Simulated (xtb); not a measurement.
Species: [Ti(Cl)2(H)2] (charge 0, multiplicity 1).

Give a relaxed geometry from GFN2-xTB (xtb).

the end point of this relaxation.
Z-matrix (Å, degrees):
```
Ti
H 1 1.6316
H 1 1.6316 2 114.50
Cl 1 2.1490 2 109.51 3 -123.43
Cl 1 2.1490 2 109.51 3 123.43
```
